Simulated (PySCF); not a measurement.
GeFCl2Br, SMILES [Cl][Ge]([Cl])([F])[Br]. Heavy atoms are numbered as in [F:1][Ge:2]([Cl:3])([Cl:4])[Br:5].

Geometry optimised at PBE-D3(BJ)/def2-SVP.

Method: PBE/pcSseg-1 in PySCF.

GIAO shieldings, no solvent; atoms alike by connectivity are averaged. δ = σ(ref) − σ: ¹⁹F against CFCl3 (σ = 133.6 ppm); ⁷³Ge against GeH4 (σ = 1614.4 ppm); ³⁵Cl against HCl (σ = 936.5 ppm), references at their B3LYP-D3(BJ)/def2-TZVP geometries, non-relativistic (without spin–orbit terms, shifts of atoms bonded to Cl or Br come out too high).

Computed chemical shifts:
| nucleus | atoms | count | δ (ppm) |
|---|---|---|---|
| ¹⁹F | F1 | 1 | -52.4 |
| ⁷³Ge | Ge2 | 1 | 465.6 |
| ³⁵Cl | Cl3 | 2 | 298.3 |
